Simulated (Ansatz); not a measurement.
PBE exchange is replaced step by step with exact exchange (0 % is PBE, 25 % PBE0; no dispersion term), basis def2-SVP, Ansatz. System: `[CH3][Ge]([CH3])([CH3])[Ge]([CH3])([CH3])[Ge]([CH3])([CH3])[Ge]([CH3])([CH3])[CH3]`. Total charge 0; singlet. Geometry: PBE-D4/def2-SVP.

Geometry of the singlet:

```xyz
44

C     1.241   -0.103   -4.490
Ge    1.275   -0.862   -2.661
C     0.479   -2.674   -2.716
C     3.160   -1.022   -2.076
Ge    0.035    0.559   -1.105
C     1.082    2.205   -0.722
C    -1.690    1.117   -1.920
Ge   -0.411   -0.646    0.975
C     1.199   -1.680    1.515
C    -1.888   -1.942    0.676
Ge   -1.017    0.921    2.751
C    -2.324    2.248    2.076
C    -1.824   -0.031    4.289
C     0.592    1.889    3.378
H     1.703    0.904   -4.505
H     1.804   -0.755   -5.189
H     0.199   -0.014   -4.857
H     1.024   -3.315   -3.439
H     0.531   -3.153   -1.718
H    -0.585   -2.628   -3.024
H     3.646   -0.027   -2.052
H     3.218   -1.462   -1.061
H     3.727   -1.671   -2.774
H     1.306    2.752   -1.660
H     0.508    2.879   -0.054
H     2.040    1.954   -0.226
H    -1.509    1.680   -2.858
H    -2.254    1.767   -1.221
H    -2.315    0.233   -2.156
H     2.068   -1.008    1.656
H     1.015   -2.218    2.467
H     1.456   -2.426    0.736
H    -1.616   -2.659   -0.124
H    -2.814   -1.415    0.374
H    -2.095   -2.511    1.604
H    -2.620    2.946    2.885
H    -1.886    2.839    1.247
H    -3.236    1.745    1.698
H    -2.098    0.688    5.087
H    -1.111   -0.767    4.711
H    -2.738   -0.573    3.976
H     1.060    2.451    2.546
H     0.323    2.607    4.180
H     1.341    1.179    3.782
```

Single mean-field runs in def2-SVP are fitted with def2-universal-jkfit.

| exact exchange (%) | HOMO (eV) | LUMO (eV) | gap (eV) |
| --- | --- | --- | --- |
| 0 | -5.13 | -0.19 | 4.94 |
| 5 | -5.33 | -0.05 | 5.29 |
| 10 | -5.53 | 0.10 | 5.63 |
| 15 | -5.74 | 0.24 | 5.97 |
| 25 | -6.15 | 0.52 | 6.67 |
| 50 | -7.20 | 1.23 | 8.43 |

Question: Estimate the row for 35 %.

Answer: 
```csv
exact exchange (%),HOMO (eV),LUMO (eV),gap (eV)
35,-6.56,0.81,7.37
```
